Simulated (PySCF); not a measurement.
B3LYP has the VWN-RPA correlation part, as in Gaussian. 

**C3H4O, SMILES `CC=C=O` (charge 0, multiplicity 1)**

The numbers are results of B3LYP-D3(BJ)/def2-TZVP (PySCF 2.14.0), not measurements.

```
Quantity                                        Value
-------------  --------------------------------------
HOMO                                         -6.41 eV
dipole moment                                  1.88 D
HOMO–LUMO gap                                 5.30 eV
LUMO                                         -1.11 eV
total energy                             -192.0049 Ha
cost           about 26 core-seconds (a rough figure)
```

```xyz
8

C     -0.9698    -0.0914    -0.0685
C      0.4494     0.4061    -0.1965
C      1.4796    -0.2101     0.3242
O      2.3924    -0.7619     0.7890
H     -1.5990     0.6462     0.4346
H     -1.0142    -1.0148     0.5082
H     -1.4050    -0.2903    -1.0503
H      0.6666     1.3164    -0.7406
```
